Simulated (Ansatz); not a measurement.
Stepwise reaction of `N#C[SiH2]C#N` with hydrogen, as a gas-phase model of exchange steps in deposition or etching. ΔE in kJ/mol; ΔG adds harmonic PBE0-D4 terms to CCSD(T)/CBS, at 1 bar.

Computed with Ansatz on PBE0-D4/def2-TZVP structures; ΔE is electronic, products minus reactants. CCSD(T)/CBS adds triple-zeta CCSD(T) − MP2 to the extrapolated MP2 energy (def2 sets, frozen cores). This one scheme is used for every species. Functionals use def2-TZVPP. B3LYP here is the variant with VWN-RPA as its local correlation; programs differ in this.

| step | reaction | PBE-D4 | B3LYP-D4 | ωB97M-V | CCSD(T)/CBS | ΔG(600 K) |
| --- | --- | --- | --- | --- | --- | --- |
| 2 | `N#C[SiH3]` + H₂ → SiH₄ + `C#N` | 19.0 | 17.3 | 17.0 | 18.2 | 22.8 |

Give the row of step 1, `N#C[SiH2]C#N` + H₂ → `N#C[SiH3]` + `C#N`. (Best estimate.)

Computed: 
```
step                                   reaction  PBE-D4  B3LYP-D4  ωB97M-V  CCSD(T)/CBS  ΔG(600 K)
   1  `N#C[SiH2]C#N` + H₂ → `N#C[SiH3]` + `C#N`     6.4       4.1      2.8          4.5        4.9
```

By hand: ΔE of the 2 steps together at CCSD(T)/CBS.

(4.5) + (18.2) = 22.7 kJ/mol, or 11.3 kJ/mol a step.

In ΔE each step is higher than the one before. ΔG lies between 4.9 and 22.8 kJ/mol a step. PBE-D4 differs from CCSD(T)/CBS by 0.8 to 1.9 kJ/mol a step. Isolated molecules leave out the surface, adducts and barriers. Largest T1 diagnostic: 0.014.
